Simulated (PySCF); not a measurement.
Computed IR spectrum (relative IR intensity) of a molecule C₆H₁₀. Coordinates come from a PBE-D3(BJ)/def2-SVP optimisation. Other conformers were not sampled. The numbers are results of PBE-D3(BJ)/def2-SVP in PySCF 2.14.0, not measurements. Harmonic, unscaled wavenumbers; measured fundamentals usually lie a few per cent lower.

```json
[
 {"ν (cm⁻¹)": "401", "relative intensity": "2.5"},
 {"ν (cm⁻¹)": "440", "relative intensity": "5.2"},
 {"ν (cm⁻¹)": "647", "relative intensity": "19"},
 {"ν (cm⁻¹)": "757", "relative intensity": "4.7"},
 {"ν (cm⁻¹)": "772", "relative intensity": "8.1"},
 {"ν (cm⁻¹)": "775", "relative intensity": "8.2"},
 {"ν (cm⁻¹)": "857", "relative intensity": "17"},
 {"ν (cm⁻¹)": "900", "relative intensity": "100"},
 {"ν (cm⁻¹)": "939", "relative intensity": "15"},
 {"ν (cm⁻¹)": "979", "relative intensity": "56"},
 {"ν (cm⁻¹)": "1000", "relative intensity": "32"},
 {"ν (cm⁻¹)": "1016", "relative intensity": "2.6"},
 {"ν (cm⁻¹)": "1025", "relative intensity": "3.3"},
 {"ν (cm⁻¹)": "1066", "relative intensity": "8.5"},
 {"ν (cm⁻¹)": "1083", "relative intensity": "2.9"},
 {"ν (cm⁻¹)": "1115", "relative intensity": "9.5"},
 {"ν (cm⁻¹)": "1141", "relative intensity": "2.7"},
 {"ν (cm⁻¹)": "1206", "relative intensity": "3.8"},
 {"ν (cm⁻¹)": "1216", "relative intensity": "3.8"},
 {"ν (cm⁻¹)": "1259", "relative intensity": "3.5"},
 {"ν (cm⁻¹)": "1290", "relative intensity": "2.8"},
 {"ν (cm⁻¹)": "1340", "relative intensity": "4.9"},
 {"ν (cm⁻¹)": "1377", "relative intensity": "6.4"},
 {"ν (cm⁻¹)": "1382", "relative intensity": "8.6"},
 {"ν (cm⁻¹)": "1407", "relative intensity": "19"},
 {"ν (cm⁻¹)": "1449", "relative intensity": "19"},
 {"ν (cm⁻¹)": "1672", "relative intensity": "20"},
 {"ν (cm⁻¹)": "2948", "relative intensity": "84"},
 {"ν (cm⁻¹)": "3001", "relative intensity": "41"},
 {"ν (cm⁻¹)": "3057", "relative intensity": "29"},
 {"ν (cm⁻¹)": "3062", "relative intensity": "7.8"},
 {"ν (cm⁻¹)": "3064", "relative intensity": "55"},
 {"ν (cm⁻¹)": "3072", "relative intensity": "63"},
 {"ν (cm⁻¹)": "3157", "relative intensity": "28"},
 {"ν (cm⁻¹)": "3164", "relative intensity": "28"}
]
```

Question: Which structure fits?
(A) C=C[C@H]1C[C@H]1C
(B) C=C1CC[C@@H]1C
(C) C1=CCCCC1
(D) C=CCC1CC1

Answer: D, C=CCC1CC1
